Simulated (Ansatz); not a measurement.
A run for Ansatz (a first-principles code): R-CCSD(T)/aug-cc-pVDZ on GeH4 (SMILES [GeH4]) with ghost functions. The run froze 14 orbitals, filled d shells among them.

Ansatz 0.2 input:
```yaml
crystal:
  periodic: [false, false, false]
  atoms:
    - {symbol: Ge, position_ang: [0.10619029, 0.02771487, 0.00369920]}
    - {symbol: H, position_ang: [-0.24516692, 1.45435130, 0.44958240]}
    - {symbol: H, position_ang: [-1.00348359, -0.93383224, 0.45258827]}
    - {symbol: H, position_ang: [1.43439169, -0.39354651, 0.64888922]}
    - {symbol: H, position_ang: [0.23962156, -0.01694436, -1.52573326]}
basis:
  gaussian:
    orbitals: aug-cc-pVDZ
    ghost_atoms:
      - {symbol: Ge, position_ang: [-0.10624298, -0.02775185, 4.09629202]}
      - {symbol: H, position_ang: [0.30290486, -1.43114426, 3.62678277]}
      - {symbol: H, position_ang: [-1.44802948, 0.35202098, 3.45346545]}
      - {symbol: H, position_ang: [0.96587978, 0.98481543, 3.66860714]}
      - {symbol: H, position_ang: [-0.24621391, -0.01563516, 5.62574801]}
magnetization: {spin_polarized: false}
correlation: {method: ccsd_t, electrons: outside_noble_gas}
scf: {lower_state_search: off}
```

The log:

```
WARN ansatz: RAYON_NUM_THREADS=1 ignored (pool sized by the plan → 1); use --threads N
Functional definition: HF
these checks for a lower state are left out or cut short: stability, starts, cluster_reference, orbital_swaps, neighbouring_geometries, increment
integrals: 0.34 GiB planned
1272 factors; integrals over basis functions are off by at most 9.5e-4 eV
mean field: 0.41 GiB planned
mean field evaluation 1: about -56535.0636 eV, gradient 9.0e0 eV
mean field evaluation 2: about -56535.0660 eV, gradient 9.0e0 eV
mean field evaluation 4: about -56535.5778 eV, gradient 2.8e-1 eV
mean field evaluation 8: about -56535.5787 eV, gradient 4.6e-4 eV
mean field -56535.57866787 eV, -2077.6441948526 hartree, gradient 2.3e-6 eV, S^2 0.000000; 0 other end points of the search recorded, 0 dependent functions left out
14 core orbitals not correlated
reference -56535.57866787 eV, -2077.6441948526 hartree; 4, 4 occupied and 126, 126 virtual orbitals, 1272 factors
second order -3.21320397 eV of doubles, -0.00000000 eV of singles
coupled cluster: 0.84 GiB planned
cycle   1  -3.82664334 eV  change   -6.1e-1 eV  update   5.6e-2
cycle   2  -4.04422883 eV  change   -2.2e-1 eV  update   1.9e-2
cycle   3  -4.04907045 eV  change   -4.8e-3 eV  update   4.0e-3
cycle   4  -4.04821614 eV  change    8.5e-4 eV  update   1.3e-3
cycle   5  -4.04800457 eV  change    2.1e-4 eV  update   3.8e-4
cycle   6  -4.04795590 eV  change    4.9e-5 eV  update   8.8e-5
cycle   7  -4.04795581 eV  change    9.3e-8 eV  update   2.6e-5
cycle   8  -4.04796071 eV  change   -4.9e-6 eV  update   7.3e-6
perturbative correction -0.07671385 eV, -0.0028191820 hartree
Total energy: -56539.70334243 eV, -2077.7957738470 hartree
Checks for a lower state left out: stability, starts, cluster_reference, orbital_swaps, neighbouring_geometries, increment
```

Self-consistency was reached.

Cost: roughly 7 core-seconds.
